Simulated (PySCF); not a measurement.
A structure optimised at PBE-D3(BJ)/def2-SVP, used in a PySCF frequency run:

```
W
O 1 1.7150
O 1 1.7150 2 105.60
F 1 1.8724 2 108.57 3 116.26
F 1 1.8724 2 108.57 3 -116.26
```

Question: Write its SMILES, formula and point group.

Answer: [O]=[W](=[O])([F])[F], F2O2W, C2v

Question: What are its rotational constants (standard atomic weights)?

Answer: 3.8582, 3.2400, 3.0164 GHz
